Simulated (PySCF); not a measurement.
C4H6F2, SMILES C[C@@H](F)/C=C\F. Geometry: PBE-D3(BJ)/def2-SVP. The structure was generated by enumeration; whether it is a known compound was not checked. Other conformers were not sampled.

Task: Give the equilibrium geometry at PBE-D3(BJ)/def2-SVP (PySCF confirms it by a frequency run) as bond lengths and angles. (Estimate from the structure and the level; the computed values follow.)

Result: This is not unique; one that fits is 
Atoms: C1 C2 F3 C4 C5 F6 H7 H8 H9 H10 H11 H12. Bonds (Å): C1–C2 1.525, C1–H7 1.107, C1–H8 1.108, C1–H9 1.108, C2–F3 1.401, C2–C4 1.511, C2–H10 1.114, C4–C5 1.342, C4–H11 1.101, C5–F6 1.342, C5–H12 1.103. Angles (°): C2–C1–H7 109.8, C2–C1–H8 110.1, C2–C1–H9 110.8, H7–C1–H8 108.8, H7–C1–H9 108.6, H8–C1–H9 108.7, C1–C2–F3 108.3, C1–C2–C4 113.4, C1–C2–H10 109.6, F3–C2–C4 110.1, F3–C2–H10 106.8, C4–C2–H10 108.5, C2–C4–C5 124.8, C2–C4–H11 118.8, C5–C4–H11 116.4, C4–C5–F6 123.0, C4–C5–H12 124.5, F6–C5–H12 112.4.
